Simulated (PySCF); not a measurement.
## How the method changes the constants of MoS

State: ⁵Π (quintet), unpaired electrons σ ↑, π ↑, δ ↑↑. Set-up: basis Mo x2c-TZVPPall, S x2c-TZVPPall; spin-free X2C with a Gaussian nucleus; PySCF 2.14. De refers to Mo (4d5 5s1) + S in their high-spin ground configurations, without counterpoise correction. The functionals are run spin-unrestricted. A positive dipole means Mo(−)S(+). Levels whose curve was spin-contaminated or gave no clean fit are not listed.

```json
{"Level": "ROHF", "Re (Å)": "2.136", "ωe (cm⁻¹)": "527", "De (eV)": "n/a", "μ (D)": "-6.87"}
{"Level": "ROHF-MP2", "Re (Å)": "2.073", "ωe (cm⁻¹)": "590", "De (eV)": "n/a", "μ (D)": "n/a"}
{"Level": "ROHF-SCS-MP2", "Re (Å)": "2.087", "ωe (cm⁻¹)": "575", "De (eV)": "n/a", "μ (D)": "n/a"}
{"Level": "PBE", "Re (Å)": "2.125", "ωe (cm⁻¹)": "504", "De (eV)": "4.24", "μ (D)": "-3.53"}
{"Level": "r²SCAN", "Re (Å)": "2.128", "ωe (cm⁻¹)": "492", "De (eV)": "3.82", "μ (D)": "-3.94"}
{"Level": "r²SCANh", "Re (Å)": "2.129", "ωe (cm⁻¹)": "481", "De (eV)": "3.62", "μ (D)": "-4.14"}
{"Level": "B3LYP", "Re (Å)": "2.131", "ωe (cm⁻¹)": "496", "De (eV)": "3.84", "μ (D)": "-4.08"}
{"Level": "PBE0", "Re (Å)": "2.123", "ωe (cm⁻¹)": "485", "De (eV)": "3.63", "μ (D)": "-4.25"}
{"Level": "M06", "Re (Å)": "2.121", "ωe (cm⁻¹)": "506", "De (eV)": "n/a", "μ (D)": "-4.60"}
{"Level": "HSE06", "Re (Å)": "2.126", "ωe (cm⁻¹)": "484", "De (eV)": "3.62", "μ (D)": "-4.20"}
```

Question: What does a quarter of exact exchange do here, going from PBE to PBE0?

Answer: PBE0 less PBE: -0.2 pm in Re, -3.8 % in ωe, -0.61 eV in De. Exact exchange removes part of the self-interaction that spreads semilocal densities, and in most molecules shortens and stiffens the bond and lowers De; here ωe goes the other way.

Question: What does the step from GGA to meta-GGA do here, going from PBE to r²SCAN?

Answer: r²SCAN less PBE: +0.3 pm in Re, -2.4 % in ωe, -0.42 eV in De. 

Question: What does second-order correlation do here, going from ROHF to ROHF-MP2?

Answer: ROHF-MP2 less ROHF: -6.3 pm in Re, +12.0 % in ωe. Correlation nearly always deepens the well. The bond shortens, as in weak, metallic or heavy-atom bonds, where dispersion and the correlation of outer-core electrons pull the atoms together.

Correlated steps freeze 19 core orbitals. The metal atom is held in its measured ground configuration; semilocal functionals can put another filling of s and d lower by some tenths of an eV, and De to that atom would be smaller. Spin–orbit coupling is left out, which matters for elements this heavy, above all for dissociation energies. UHF is strongly spin-contaminated for MoS, so the ROHF reference used there is far from stable. With d or f electrons several states lie close, and the lowest PBE0 determinant need not be the measured ground state.

The whole job (state search and all levels along the bond) took about 12 min on 2 threads of Arm Neoverse V2 (shared host), peak memory 6.1 GiB.
